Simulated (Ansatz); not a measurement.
Energy needed to pull apart SiHSOF (SMILES F[SiH]1OS1), closed shell, into free ground-state atoms, from the structure below (at a frame of a short PBE0-D4/def2-SVP trajectory); no zero-point or spin–orbit terms; open-shell atoms are treated unrestricted, in their ground-state multiplicity.

F1  (-1.437, 0.384, 0.951)
Si2  (-0.194, 0.244, -0.061)
O3  (1.196, -0.494, 0.640)
S4  (0.507, -1.593, -0.670)
H5  (-0.041, 1.564, -0.825)
(Å)

Computed with Ansatz 0.2.0 (basis: def2-TZVPP); correlated methods freeze the cores.

```json
{"method": "PBE-D4", "atomization energy (kJ/mol)": "1819"}
{"method": "r2SCAN-D4", "atomization energy (kJ/mol)": "1770"}
{"method": "PBE0-D4", "atomization energy (kJ/mol)": "1729"}
{"method": "wB97M-V", "atomization energy (kJ/mol)": "1764"}
{"method": "HF", "atomization energy (kJ/mol)": "?"}
{"method": "MP2", "atomization energy (kJ/mol)": "1775"}
{"method": "CCSD", "atomization energy (kJ/mol)": "?"}
{"method": "CCSD(T)", "atomization energy (kJ/mol)": "1687"}
```

Task: What does HF give? (An estimate is asked for; the value comes from the calculation.)

Result: By the calculation: 1086 kJ/mol, which is about 600 kJ/mol less than CCSD(T)/def2-TZVPP.

Task: What does CCSD give? (To be estimated.)

Result: By the calculation: 1633 kJ/mol, which is about 54 kJ/mol less than CCSD(T)/def2-TZVPP.

In triple zeta the MP2 and coupled-cluster atomization energies are still short of their basis limit by a few kcal/mol a bond, whereas those of the functionals are nearly converged, so these differences are not deviations from converged CCSD(T).

T1 diagnostic: at most 0.016.

For scale, one of the runs: CCSD(T)/def2-TZVPP forces, 160 basis functions, launched by `ansatz run in.yaml --threads 2 --pin off --events-out ev --progress --plain --max-ram 3481MiB`. Time: 4.7 min of wall clock on 2 CPU threads of an Intel Xeon; the host was shared. Peak host memory: 2 GiB.
